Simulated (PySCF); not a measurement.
Match the calculated data to a structure.

| technique | computed result |
| --- | --- |
| UV, strongest line | among the 8 lowest singlet transitions: S4 at 8.08 eV (153 nm, f = 0.037) [TDDFT PBE0/def2-SVPD] |
| Dipole | 1.75 D [PBE0/def2-SVPD] |
| Rotational structure | rotational constants A, B, C: 5.541, 1.709, 1.420 GHz [GFN2-xTB] |
| UV, first state | lowest singlet excitation: 6.84 eV (181 nm, f = 0.004) [TDDFT PBE0/def2-SVPD] |
| Polarisability | 73.9 au [PBE0/def2-SVPD] |
| Triplet | lowest triplet excitation (Tamm–Dancoff): 6.57 eV [TDA PBE0/def2-SVPD] |

Gas-phase values; electronic properties from PySCF, density fitting. Levels stand in brackets. Isolated species at its GFN2-xTB geometry (one conformer only).

Question: Which candidate is it?
A. `CC1CCOCC1`
B. `C/C=C(\C)OCC`
C. `OCC1CCCC1`

Answer: C. It is `OCC1CCCC1`. Numbering: `[OH:1][CH2:2][CH:3]1[CH2:4][CH2:5][CH2:6][CH2:7]1`. Its formula, C6H12O, gives 1 degree of unsaturation: 1 ring and 0 π bonds in the structure found. The optimised geometry has point group C1 and is an asymmetric top.

The others, at the same levels:
- `CC1CCOCC1` fails: its computed lowest singlet excitation is 6.99 eV (177 nm, f = 0.013) (against 6.84 eV), lowest triplet excitation (Tamm–Dancoff) is 6.81 eV (against 6.57 eV) and rotational constant A is 4.607 GHz (against 5.541 GHz).
- `C/C=C(\C)OCC` fails: its computed lowest singlet excitation is 5.76 eV (215 nm, f = 0.004) (against 6.84 eV), lowest triplet excitation (Tamm–Dancoff) is 4.27 eV (against 6.57 eV) and static isotropic polarisability is 80.1 au (against 73.9 au).

Each candidate is one conformer, not necessarily the lowest. Dipoles, sizes and rotational constants follow the conformer. The torsions of the flexible species, by atom-mapped SMILES:
- `[CH3:1]/[CH:2]=[C:3](\[CH3:4])[O:5][CH2:6][CH3:7]`: C2–C3–O5–C6 1°, C3–O5–C6–C7 178°

The conformers of `OCC1CCCC1` and `CC1CCOCC1` aren't listed.
